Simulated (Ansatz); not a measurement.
A geometry relaxed with PBE-D3(BJ)/def2-TZVP (Ansatz, a first-principles code), charge 0, multiplicity 1:

```xyz
11

Si     1.9291     0.2938    -0.2764
Cl     1.7749     2.3547    -0.0367
H      0.0467    -0.4140     2.1869
H      1.9791    -0.0041    -1.7391
H      3.1975    -0.1613     0.3681
H     -3.1388    -0.5159     0.3332
H     -2.0548     1.6545     0.0343
Si    -1.9545     0.1891    -0.2463
Cl     0.1164    -2.7125     0.3912
Si     0.0190    -0.6497     0.7085
H     -1.9145    -0.0345    -1.7237
```

Problem. Write the SMILES of this molecule.

Solution. `[SiH3][Si@@H](Cl)[SiH2]Cl`
